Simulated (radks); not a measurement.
Question: Species: the barium ion Ba10+. Configuration: [Kr] 4d10. Method: Dirac Kohn-Sham, exchange-only PBE, spin-unpolarised, spherical densities, finite nucleus; Fermi nuclear charge, rms radius 4.8378 fm; computed with a radial shooting solver on a logarithmic mesh with Libxc functionals. Some entries of the table are withheld. Estimate them.

orbital,occ.,eigenvalue (hartree),<1/r> (bohr^-1)
1s1/2,2,-1373.536,60.70
2s1/2,2,-221.5146,14.25
2p1/2,2,(1),14.24
2p3/2,4,(2),12.99
3s1/2,2,-50.90979,5.123
3p1/2,2,(3),(4)
3p3/2,4,(5),(6)
3d3/2,4,-33.71075,4.588
3d5/2,6,-33.13140,4.510
4s1/2,2,-14.09492,2.117
4p1/2,2,-12.17227,2.016
4p3/2,4,-11.59472,1.917
4d3/2,4,-8.43280,1.711
4d5/2,6,-8.33152,1.687

Answer: 
(1) 2p1/2 eigenvalue (hartree): -208.9965
(2) 2p3/2 eigenvalue (hartree): -194.9614
(3) 3p1/2 eigenvalue (hartree): -45.65284
(4) 3p1/2 <1/r> (bohr^-1): 5.036
(5) 3p3/2 eigenvalue (hartree): -42.93714
(6) 3p3/2 <1/r> (bohr^-1): 4.727
